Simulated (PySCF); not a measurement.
From one molecule to another.

First species: 2-(trifluoromethyl)benzoic acid, C8H5F3O2.
Atom-mapped SMILES: `[O:1]=[C:2]([OH:3])[c:4]1[cH:5][cH:6][cH:7][cH:8][c:9]1[C:10]([F:11])([F:12])[F:13]` (hydrogens: H14 on O3; H15 on C5; H16 on C6; H17 on C7; H18 on C8)

Second species: C4HClF3N.
Numbering: `[N:1]#[C:2]/[C:3]([Cl:4])=[CH:5]\[C:6]([F:7])([F:8])[F:9]` (hydrogens: H10 on C5)

Levels: PBE0/pcSseg-1 for dipole moment, HOMO energy, LUMO energy and HOMO–LUMO gap; GFN2-xTB for rotational constant A and rotational constant C. Geometries: GFN2-xTB. All species are isolated and taken at one optimised geometry, non-relativistic unless stated; the electronic structure was computed with PySCF and density fitting.

Dipoles, sizes and rotational constants follow the conformer. The torsions of the flexible species, by atom-mapped SMILES:
- `[O:1]=[C:2]([OH:3])[c:4]1[cH:5][cH:6][cH:7][cH:8][c:9]1[C:10]([F:11])([F:12])[F:13]`: O1–C2–C4–C5 37°, C8–C9–C10–F11 -138°, H–O3–C2–O1 3°
- `[N:1]#[C:2]/[C:3]([Cl:4])=[CH:5]\[C:6]([F:7])([F:8])[F:9]`: C3–C5–C6–F7 -60°

Q: Which has the higher dipole moment?

A: The second: 3.62 D against 2.68 D, a difference of 0.94 D.

Q: Which of the two has the higher HOMO–LUMO gap, and by how much?

A: The first: 6.27 eV against 6.06 eV, a difference of 0.21 eV.

Q: Which of the two has the higher HOMO energy, and by how much?

A: The first: -8.04 eV against -8.94 eV, a difference of 0.90 eV.

Q: Which of the two has the higher rotational constant A, and by how much?

A: The second: 2.281 GHz against 1.010 GHz, a difference of 1.271 GHz.

Q: Which of the two has the higher rotational constant C, and by how much?

A: The second: 0.727 GHz against 0.529 GHz, a difference of 0.198 GHz.

Q: Which has the higher LUMO energy?

A: The first: -1.77 eV against -2.88 eV, a difference of 1.11 eV.

On the first: A dipole of 2.68 D is allowed in C1, and pure rotational transitions are dipole-allowed. The dipole matches unit charges of opposite sign 0.56 Å apart (1 e·Å = 4.8032 D).

On the second: The dipole matches unit charges of opposite sign 0.75 Å apart (1 e·Å = 4.8032 D). A dipole of 3.62 D is allowed in Cs, and pure rotational transitions are dipole-allowed.
